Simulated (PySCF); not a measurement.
## Ionisation energy of Os⁵⁹⁺ by level of theory

Os⁵⁹⁺ [Ne] 3s2 3p5 [3p1/2^2 3p3/2^3, M_J = 3/2] → Os⁶⁰⁺ [Ne] 3s2 3p4 [3p1/2^2 3p3/2^2, M_J = 2], as a difference of total energies. Computed with PySCF 2.14 in an uncontracted even-tempered set (18 s from 18 bohr⁻², ratio 2.4; 14 p from 24 bohr⁻², ratio 2.4; 4 d from 85 bohr⁻², ratio 2.6; 4 f from 130 bohr⁻², ratio 2.6), with the two-component X2C-1e Hamiltonian. Correlated levels: 1s2 frozen; the 48 highest virtual spinors dropped. "Screened" scales the spin-orbit matrix elements by Boettger's factors to mimic the two-electron term; Breit and QED terms are absent.

```csv
method,ionisation energy (eV)
GHF (spin-free),6357.1
GMP2 (spin-free),6358.3
GHF (screened spin-orbit),6243.8
GMP2 (screened spin-orbit),6244.9
```

Breit and QED terms and the two-electron picture change are absent.

The spin-free rows relax to the high-spin LS determinant and lack the spin-orbit shift.

The labels give the starting determinants; with spin-orbit coupling the two ends relaxed to ⟨J²⟩ = 3.75, ⟨L²⟩ = 2.05, ⟨S²⟩ = 0.80 and ⟨J²⟩ = 6.00, ⟨L²⟩ = 3.31, ⟨S²⟩ = 1.41.

For comparison: 6240 ± 7 eV (theoretical estimate listed by NIST; NIST Atomic Spectra Database, ionization energies).
